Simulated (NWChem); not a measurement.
# Ionisation of iodine (I₂)

```
I
I 1 2.6824
```
Charge 0, spin multiplicity 1.

All runs are NWChem calculations. Structure: optimised with PBE0/def2-SVP with def2 effective core potentials on I, a minimum by its harmonic frequencies.

Basis set: def2-TZVP. −ε marks an orbital energy of the parent.

Effective core potentials replace the inner electrons of I; spin-orbit coupling is left out. B3LYP has NWChem's definition, with VWN1-RPA local correlation.

Q: For the first vertical ionisation energy, −ε(HOMO) of HF gives 9.83 eV and −ε(HOMO) of PBE gives 6.25 eV. What do −ε(HOMO) of B3LYP, −ε(HOMO) of PBE0, −ε(HOMO) of TPSS give?

A: −ε(HOMO) of B3LYP: 7.12 eV; −ε(HOMO) of PBE0: 7.37 eV; −ε(HOMO) of TPSS: 6.35 eV.
